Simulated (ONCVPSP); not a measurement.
# Before and after: ONCV potential for tungsten

* Element: tungsten (W)
* Generator: ONCVPSP 4.0.1
* Type: optimised norm-conserving Vanderbilt (ONCV)
* Functional: PBE
* Relativity: scalar-relativistic
* Frozen core: [Kr] 4d10
* Valence charge: 28
* Reference configuration: 4f14 5s2 5p6 5d4 6s0.5 (charge +1.5)
* Partial waves: 5s+6s: rc 1.75 bohr, ncon 3, nbas 8, qcut 5.9 1/bohr, 3 projectors, debl 3.7 Ha; 5p: rc 1.25 bohr, ncon 4, nbas 9, qcut 6.1 1/bohr, 1 projector; 5d: rc 2.15 bohr, ncon 3, nbas 8, qcut 8.8 1/bohr, 2 projectors, debl 1.1 Ha; 4f: rc 0.60 bohr, ncon 4, nbas 8, qcut 25.9 1/bohr, 2 projectors, debl 3.8 Ha
* Local potential: polynomial inside 0.55 bohr (lpopt 4, dvloc0 0 Ha)
* Core correction: Teter function, fcfact 2.75, rcfact 1.4

Change: all radii but the core radius scaled by about 1.31 (s 2.30, p 1.64, d 2.82, f 0.78 bohr); local potential polynomial inside 0.72 bohr (lpopt 4, dvloc0 0 Ha).

Cutoffs: the cutoffs (Ha) at which the residual kinetic energy of the hardest occupied pseudo-wave falls to 1 and 0.1 mHa per electron; they do not see the model core or the augmentation charge, which bear on the density cutoff. Errors are all-electron minus pseudo energies relative to the spin-unpolarised reference configuration.

Task: What does the change do?

Result: The potential gets softer (309 Ha and 401 Ha → 253 Ha and 278 Ha); both files keep a bound ghost (p, s); of the 4 tests that both files solve, the error grows in 0 and shrinks in 1 by more than 15 % and 0.3 meV (median size 2.5 → 2.6 meV). A larger radius leaves more room for a smooth pseudo-wave, so fewer plane waves are needed.

```tsv
quantity	base	changed
cutoff, loose	309 Ha	253 Ha
cutoff, tight	401 Ha	278 Ha
loose cutoff by channel	s 13 Ha, p 115 Ha, d 15 Ha, f 309 Ha	s 7.1 Ha, p 11 Ha, d 13 Ha, f 253 Ha
bound ghosts	s, p	s, p
GHOST(+) flags under 300 eV	d at 112.5 eV, d at 122.9 eV	d at 84.5 eV
error for 4f14 5s2 5p6 5d4 6s2, meV [ΔE -15.84 eV]	+1.0	+0.9
error for 4f14 5s2 5p6 5d4 6s1, meV [ΔE -6.95 eV]	+1.6	+1.5
error for 4f14 5s2 5p6 5d4 6s0, meV [ΔE 8.73 eV]	-3.4	-3.8
error for 4f14 5s2 5p6 5d3 6s0, meV [ΔE 34.11 eV]	-6.6	+3.6
rms error of d²Exc/dni dnj with the model core, mHa	3.40	3.74
```

 A true bound ghost makes a file unfit for plane-wave use even where its test errors are small: the radial tests pick states by their node count and pass the ghost by.
